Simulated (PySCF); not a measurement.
A structure optimised at PBE0-D3(BJ)/def2-SVP (Å):
```
atom  x, y, z in Å
F1    -1.6430    2.3214    0.4985
B2    -0.9578    1.2201    0.2790
O3    -1.5502    0.0417   -0.0523
C4    -0.5251   -0.9333   -0.1220
C5     0.7927   -0.1326   -0.0217
O6     0.3983    1.1708    0.3679
H7    -0.6089   -1.4952   -1.0645
H8    -0.6449   -1.6454    0.7112
H9     1.3210   -0.0779   -0.9882
H10    1.4882   -0.5494    0.7224
```

Neutral, closed shell.

Task: Which heavy atoms are bonded, and with what formal order?

Result: F1–B2 1.32 Å (single); B2–O3 1.36 Å (single); O3–C4 1.42 Å (single); C4–C5 1.55 Å (single); C5–O6 1.42 Å (single); B2–O6 1.36 Å (single). Bonds to hydrogen (Å): C4–H7 1.10; C4–H8 1.10; C5–H9 1.10; C5–H10 1.10.

Task: Give the structure as a SMILES string.

Result: `FB1OCCO1`, C2H4BFO2.

Task: Name the point group.

Result: C2 (tolerance 0.08 Å).

Task: Which rings does it hold (smallest set)?

Result: B2–O3–C4–C5–O6 (5 members, 0.05 Å rms from planarity).

Task: Classify the heavy atoms.

Result: F1: boron-bound fluorine; B2: three-coordinate boron; O3/O6: boron-bound oxygen; C4/C5: sp3 carbon bound to oxygen.

Task: What is the arrangement about O3?

Result: It has 2 neighbours (B2, C4) and is bent (angle 107.0°).

Task: What is the arrangement about B2?

Result: It has 3 neighbours (F1, O3, O6) and is planar (angles 122.6°, 122.6° and 114.8°, sum 360.0°, 0.00 Å off the plane of its three neighbours).

All values are computed, not measured.
